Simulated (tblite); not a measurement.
**Question.** Give a GFN2-xTB geometry of InChI=1S/C3H10F3NOSi2/c1-7(2)10(8-9)3(4,5)6/h10H,1-2,9H3/t10-/m1/s1.

**Answer.** 
```xyz
20
C3H10F3NOSi2 angstrom
C     -1.292   -1.498    0.858
N     -1.095   -0.199    0.251
C     -2.285    0.624    0.322
Si     0.143    0.021   -0.904
O      1.489   -0.679   -0.387
Si     2.905   -0.965    0.382
C      0.484    1.929   -0.980
F      0.522    2.541    0.221
F      1.670    2.195   -1.564
F     -0.432    2.613   -1.705
H     -0.364   -2.059    0.818
H     -2.071   -2.065    0.338
H     -1.591   -1.373    1.901
H     -3.122    0.155   -0.206
H     -2.100    1.598   -0.119
H     -2.568    0.761    1.368
H     -0.025   -0.416   -2.289
H      3.059   -2.413    0.243
H      3.924   -0.201   -0.327
H      2.746   -0.558    1.776
```

Any rigid rotation of these coordinates is as good. Atoms count from 1 in this order. O5 (siloxane oxygen) is bent (angle 162.6°). The O–Si distances run from 1.602 Å (Si4–O5, drawn single) to 1.636 Å (O5–Si6, drawn single), a spread of 0.034 Å. Si4 (oxygen-bound silicon) is distorted tetrahedral (angles from 105.8° to 121.2°). Si6 (oxygen-bound silicon) is distorted tetrahedral (angles from 102.7° to 113.5°).

Bonds between heavy atoms (Å): C1–N2 1.447, N2–C3 1.449, N2–Si4 1.707, Si4–O5 1.602, O5–Si6 1.636, Si4–C7 1.940, C7–F8 1.348, C7–F9 1.349, C7–F10 1.354.

Computed geometry: GFN2-xTB, gas phase.

Point group: C1 (no symmetry element, even within 0.4 Å). Its lowest GFN2-xTB frequency is 14 cm⁻¹, too small to tell a flat minimum from a shallow saddle. One conformer, not necessarily the lowest (C1–N2–Si4–O5 -45°, N2–Si4–O5–Si6 -83°). 3 starts were optimised and ended at 0.00, 0.03 and 0.07 kcal/mol (GFN2-xTB); the lowest of these is shown.
